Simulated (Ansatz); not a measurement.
Li₂I₃⁻. Total charge -1; singlet. Geometry r2SCAN-D4/def2-SVPD.

```tsv
atom	x (Å)	y (Å)	z (Å)
Li1	0.388	-0.784	0.910
Li2	-0.387	0.782	-0.912
I3	0.356	1.911	1.489
I4	-2.174	-1.128	-0.041
I5	1.818	-0.781	-1.445
```

In the def2 sets I takes a core potential, while STO-3G treats all electrons; there is no spin–orbit coupling. B3LYP takes the VWN-RPA correlation. Another isomer (singlet) lies 0.07 eV lower at PBE0-D4/def2-TZVPD; other spin states weren't run for this one.

Estimate the orbital energies around the gap (eV) in Ansatz with HF/STO-3G, PBE-D4/def2-TZVPD, BLYP-D4/def2-TZVPD, r2SCAN-D4/def2-TZVPD, B3LYP-D4/def2-TZVPD.


| orbital | HF/STO-3G | PBE-D4/def2-TZVPD | BLYP-D4/def2-TZVPD | r2SCAN-D4/def2-TZVPD | B3LYP-D4/def2-TZVPD |
| --- | --- | --- | --- | --- | --- |
| HOMO−5 | -3.55 | -2.67 | -2.49 | -2.94 | -3.51 |
| HOMO−4 | -3.03 | -2.43 | -2.24 | -2.70 | -3.25 |
| HOMO−3 | -3.02 | -2.42 | -2.24 | -2.69 | -3.24 |
| HOMO−2 | -2.33 | -2.00 | -1.83 | -2.26 | -2.82 |
| HOMO−1 | -2.24 | -2.00 | -1.82 | -2.26 | -2.82 |
| HOMO | -2.24 | -1.74 | -1.56 | -2.00 | -2.56 |
| LUMO | 7.75 | 1.75 | 1.78 | 2.19 | 1.99 |
| LUMO+1 | 8.57 | 2.24 | 2.26 | 2.59 | 2.40 |
| LUMO+2 | 12.63 | 2.58 | 2.57 | 3.07 | 2.74 |
| LUMO+3 | 12.63 | 2.58 | 2.57 | 3.08 | 2.74 |
| LUMO+4 | 13.09 | 2.69 | 2.69 | 3.16 | 2.87 |
| LUMO+5 | 13.10 | 3.14 | 3.15 | 3.57 | 3.37 |
